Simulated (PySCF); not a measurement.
**Excitation energy of Rh by level of theory**

Rh [Kr] 4d8 5s1 (4F) → Rh [Kr] 4d7 5s1 5p1 (high-spin determinant), as a difference of total energies. Computed with PySCF 2.14 in x2c-TZVPPall (8s6p6d2f1g, 79 functions), with scalar relativity by spin-free X2C-1e. Correlated levels: valence: [Kr] frozen; valence and next inner shell: [Ar] 3d10 frozen. The calculations carry no spin-orbit coupling.

```csv
method,excitation energy (eV)
UHF,2.864
LDA,5.135
PBE,4.909
PBE0,4.599
r2SCAN,4.594
HSE06,4.600
BHandHLYP,4.481
wB97X,4.982
LC-wPBE,4.387
MP2 (valence),4.413
SCS-MP2 (valence),4.581
MP2 (valence and next inner shell),4.480
SCS-MP2 (valence and next inner shell),4.487
```

Task: How much does correlation contribute at MP2 (valence and next inner shell)?

Result: 4.480 − (2.864) = 1.616 eV, measured against UHF.

A first-order spin-orbit estimate (lowest level to lowest level, LS coupling) adds 0.035 eV.

The basis was made for the ground configuration and has no added diffuse functions, so the excitation energy can come out too high.

The determinant of the upper state mixes LS terms, which raises its energy above the lowest term, most at the Hartree-Fock and MP2 levels.
